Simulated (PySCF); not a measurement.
**Se: excitation energy**

Se [Ar] 3d10 4s2 4p4 (3P) → Se [Ar] 3d10 4s1 4p5 (3P), as a difference of total energies. Computed with PySCF 2.14 in ANO-RCC-VTZP (6s5p3d1f, 43 functions), with the spin-free X2C one-electron Hamiltonian (Gaussian nucleus). Correlated levels: valence: [Ar] 3d10 frozen; valence and next inner shell: [Ne] frozen. The calculations carry no spin-orbit coupling.

| method | excitation energy (cm⁻¹) |
| --- | --- |
| UHF | 94668 |
| LDA | 87182 |
| PBE | 86632 |
| PBE0 | 88901 |
| r2SCAN | 87487 |
| TPSSh | 87831 |
| BP86 | 86612 |
| wB97X | 90995 |
| M06-L | 87451 |
| MP2 (valence) | 87614 |
| SCS-MP2 (valence) | 86715 |
| MP2 (valence and next inner shell) | 88072 |
| SCS-MP2 (valence and next inner shell) | 87026 |

A first-order spin-orbit estimate (lowest level to lowest level, LS coupling) adds -0.013 eV.

The upper state lies above the first ionisation limit, where it may autoionise and the basis confines it.
